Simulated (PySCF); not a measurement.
C2H7O, SMILES C[OH+]C, charge +1.

Coordinates come from a PBE-D3(BJ)/def2-TZVP optimisation. The isomer is the one that the SMILES or the coordinates give; other isomers of the formula were not compared.

These are TDA-PBE/def2-SVPD in PySCF values and carry that method's errors.

Vertical excitations. The molecule is in vacuum. State labels are in the subgroup Cs.

Q: List the lowest excited states. (The exact figures need the calculation; the answer reports its results.)

A: 
```
state  symmetry  energy (eV)  λ (nm)      f          main pairs
-----  --------  -----------  ------  -----  ------------------
S1           A'         8.00     155  0.000      HOMO→LUMO 99 %
S2           A"         9.17     135  0.001    HOMO−1→LUMO 99 %
S3           A"         9.46     131  0.002    HOMO−2→LUMO 99 %
S4           A'         9.53     130  0.000    HOMO−3→LUMO 99 %
S5           A'         9.84     126  0.012    HOMO→LUMO+1 98 %
S6           A'        10.40     119  0.056    HOMO→LUMO+3 99 %
S7           A"        10.50     118  0.019    HOMO→LUMO+2 97 %
S8           A"        11.09     112  0.066  HOMO−1→LUMO+1 91 %
S9           A"        11.14     111  0.020    HOMO→LUMO+4 92 %
S10          A'        11.23     110  0.026    HOMO→LUMO+5 93 %
T1           A'         7.47     166      0     HOMO→LUMO 100 %
T2           A"         8.79     141      0    HOMO−1→LUMO 99 %
T3           A'         9.09     136      0    HOMO−3→LUMO 97 %
T4           A"         9.13     136      0    HOMO−2→LUMO 97 %
```
Triplets are in the Tamm–Dancoff approximation.
